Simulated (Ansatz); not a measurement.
```yaml
crystal:
  periodic: [false, false, false]
  atoms:
    - {symbol: I, position_ang: [-1.983302, -1.905729, 0.051091]}
    - {symbol: C, position_ang: [-0.425476, -0.601352, 0.051122]}
    - {symbol: C, position_ang: [0.824864, -0.378848, 0.259516]}
    - {symbol: C, position_ang: [0.002179, 0.799426, -0.212409]}
    - {symbol: H, position_ang: [1.805319, -0.711303, 0.551055]}
    - {symbol: H, position_ang: [-0.265059, 1.584405, 0.495482]}
    - {symbol: H, position_ang: [0.102574, 1.145401, -1.241457]}
basis:
  gaussian: {orbitals: cc-pVTZ-PP}
hamiltonian: {xc: {name: LC-wPBE}}
accuracy: high
```

```sh
$ ansatz run in.yaml --threads 2 --pin off --events-out ev --progress --plain --max-ram 4352MiB
```

How does Ansatz answer? (An estimate is asked.)

Computed: The program refused the input.
```
Functional definition: LC-wPBE
  name "LC-wPBE"
  cite "Vydrov & Scuseria, J. Chem. Phys. 125, 234109 (2006) doi:10.1063/1.2409292"
  cite "Heyd & Scuseria, J. Chem. Phys. 120, 7274 (2004) doi:10.1063/1.1668634"
  cite "Ernzerhof & Perdew, J. Chem. Phys. 109, 3313 (1998) doi:10.1063/1.476928"
  cite "Perdew, Burke & Ernzerhof, Phys. Rev. Lett. 77, 3865 (1996) doi:10.1103/PhysRevLett.77.3865"
  parent pbe
  parameter omega = 0.4/bohr
  exchange = pbe_x_sr(omega) + exact_x_lr(omega)
  correlation = pbe_c
Error: <dir> the basis set cc-pVTZ-PP has no functions for C
```
